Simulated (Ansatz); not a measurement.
A run of Ansatz (development build ahead of 0.2.0) on singlet H₁₄ at this shape:

| atom | x (Å) | y (Å) | z (Å) |
| --- | --- | --- | --- |
| H | 2.3670 | -0.1453 | -0.0936 |
| H | 1.9553 | 0.8822 | 0.0634 |
| H | 1.2680 | 1.5865 | -0.0493 |
| H | 0.3628 | 2.1691 | -0.0842 |
| H | -0.5975 | 2.3248 | -0.0860 |
| H | -1.3303 | 1.5896 | 0.1226 |
| H | -1.9617 | 0.9714 | -0.0776 |
| H | -2.2437 | -0.0737 | -0.1152 |
| H | -2.0318 | -0.9106 | -0.1468 |
| H | -1.3312 | -1.6855 | 0.0161 |
| H | -0.5407 | -2.0200 | 0.1692 |
| H | 0.4099 | -2.0910 | -0.1010 |
| H | 1.3890 | -1.7933 | 0.1087 |
| H | 1.9912 | -0.8514 | 0.0685 |

Its results:

- Converged: yes
- Total energy: -7.55506 hartree
- Spin squared of the determinant: 0.000

Problem. Which input gives this output? Name the method, the orbitals and the basis set, and write the input.

Solution. RHF in def2-SVP. An unrestricted run that stays on the closed shell gives the same numbers.

```yaml
crystal:
  periodic: [false, false, false]
  atoms:
    - { symbol: H, position_ang: [2.36704, -0.14532, -0.09363] }
    - { symbol: H, position_ang: [1.95531, 0.88218, 0.06343] }
    - { symbol: H, position_ang: [1.26805, 1.5865, -0.04931] }
    - { symbol: H, position_ang: [0.36276, 2.16914, -0.08418] }
    - { symbol: H, position_ang: [-0.59752, 2.3248, -0.08603] }
    - { symbol: H, position_ang: [-1.33034, 1.58959, 0.12256] }
    - { symbol: H, position_ang: [-1.96174, 0.97136, -0.07759] }
    - { symbol: H, position_ang: [-2.24365, -0.07375, -0.11517] }
    - { symbol: H, position_ang: [-2.03183, -0.91061, -0.14676] }
    - { symbol: H, position_ang: [-1.33117, -1.68552, 0.01612] }
    - { symbol: H, position_ang: [-0.54067, -2.02, 0.1692] }
    - { symbol: H, position_ang: [0.40991, -2.09098, -0.10101] }
    - { symbol: H, position_ang: [1.38897, -1.79333, 0.10868] }
    - { symbol: H, position_ang: [1.99125, -0.85139, 0.06852] }
basis:
  gaussian: { orbitals: def2-SVP }
hamiltonian:
  xc: hf
```

Caution: stretched shape with no unrestricted run beside it, a lower state can exist.
